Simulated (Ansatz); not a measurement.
Ligand exchange: SiH(CH3)(SiH3)F + SiH3(CH3) → SiH(CH3)(SiH3)2 + CH3F

Species: SiH(CH3)(SiH3)F, singlet; SiH3(CH3), singlet; SiH(CH3)(SiH3)2, singlet; CH3F (fluoromethane) `CF`, singlet. The partners trade F for SiH3: Si–F and C–SiH3 bonds give way to Si–SiH3 and C–F.

Shapes, held fixed at every level: PBE0-D4/def2-TZVP. Programs: Ansatz 0.2.0. The zero-point and thermal change to 298 K, harmonic and unscaled (PBE0-D4/def2-TZVP), is +3.2 kJ/mol.

(1) Estimate ΔH(298 K) of this reaction.

Results:

(1) The highest level, CCSD(T)/CBS estimate, gives ΔH(298 K) = +223.0 kJ/mol; the levels span +202.6 to +231.5. The column of differences is taken from that level and isn't an error. No measured value is set beside it here. The CBS estimate extrapolates MP2 from def2-TZVPP and def2-QZVPP and adds CCSD(T) − MP2 in the triple-zeta set, cores frozen. Times are processor times on shared x86 and Arm servers, and rough.

```tsv
level	kind	ΔH(298 K) (kJ/mol)	less CCSD(T)/CBS estimate	CPU time (sum over the molecules)
r2SCAN-D4/def2-TZVPP	meta-GGA	+216.5	-6.5	44 s
BHLYP-D4/def2-TZVPP	global hybrid	+221.6	-1.4	29 s
PBE0-D4/def2-TZVPP	global hybrid	+202.6	-20.4	29 s
wB97M-V/def2-TZVPP	range-separated hybrid	+224.3	+1.3	96 s
B2PLYP/def2-TZVPP	double hybrid	+225.2	+2.2	54 s
MP2/def2-TZVPP	perturbation theory	+231.5	+8.5	–
CCSD(T)/CBS estimate	coupled cluster or CI	+223.0	0.0	16 min
```
